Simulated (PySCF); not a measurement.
## What the low excited states add to the polarisability

Compound: C8H10.
Geometry (PBE0-D3(BJ)/def2-SVP, Å), atoms numbered from 1 in this order:
```
atom  x, y, z in Å
C1     1.5888    0.0562   -1.2980
C2     0.2062   -0.2954   -0.7930
C3     0.1005   -1.1318    0.5194
C4     0.6005   -0.0859    1.5213
C5     0.1481    1.1004    1.1049
C6    -0.6550    0.8491   -0.1756
C7    -1.8792    0.0167    0.2177
C8    -1.4267   -1.1704    0.6344
H9     2.1951    0.5587   -0.5310
H10    2.1234   -0.8519   -1.6186
H11    1.5200    0.7223   -2.1726
H12   -0.3592   -0.7933   -1.5973
H13    0.6116   -2.1039    0.5405
H14    1.1688   -0.3077    2.4254
H15    0.2619    2.0702    1.5907
H16   -0.8501    1.7286   -0.8041
H17   -2.9094    0.3742    0.1965
H18   -2.0015   -2.0074    1.0325
```

Computed with TDDFT PBE0/def2-SVPD, vertical, gas phase, core orbitals frozen in the response (PySCF).

Excitation energies and transition dipoles (atomic units, axes of the coordinates) of those of the lowest 6 singlets that add 0.02 au or more to the mean polarisability:

```tsv
state	ΔE (hartree)	μx	μy	μz
S2	0.2097	-0.097	0.254	-0.089
S3	0.2310	0.321	0.127	0.014
S4	0.2517	0.286	-0.751	0.264
S5	0.2540	0.140	-0.059	-0.322
S6	0.2572	0.093	-0.245	0.086
```

Problem. What does each state add to αxx, αyy and αzz, and how do the sums compare with the full static tensor?

Solution. Each state adds 2 μα² / ΔE.

```tsv
state	αxx (au)	αyy (au)	αzz (au)
S2	0.09	0.61	0.08
S3	0.89	0.14	0.00
S4	0.65	4.49	0.55
S5	0.15	0.03	0.82
S6	0.07	0.47	0.06
all 6 states	1.8	5.7	1.5
full response	86.7	86.3	79.8
share (%)	2	7	2
```

The rest comes from the higher roots of the same response equations.

Problem. Give the full tensor and its principal values.

Solution. In au, rows and columns x, y, z:
```
x   86.7 -0.6 -0.8
y   -0.6 86.3 -3.0
z   -0.8 -3.0 79.8
```
Principal values 78.5, 86.7 and 87.6 au; mean 84.3 au (12.49 Å³).

Problem. By how much does the contribution of these states grow at 589.3 nm?

Solution. With ω = 0.0773 hartree each state's term in the mean polarisability goes from f / ΔE² to f / (ΔE² − ω²), f = (2/3) ΔE |μ|²; the sum over all 6 states goes from 3.03 to 3.36 au, a rise of 0.34 au. The full frequency-dependent response rises by 2.24 au, from 84.27 to 86.50 au.

A one-level model with all 42 active electrons at a single energy would need ΔE = √(N/α) = 19.2 eV to give this α, against S1 at 4.95 eV.

The run took 62 s of wall time (with the writing of density and orbital grids) on Arm Neoverse V1, one thread, shared host with 32 logical CPUs at a one-minute load of 26, and the process peaked at 0.97 GiB of memory.
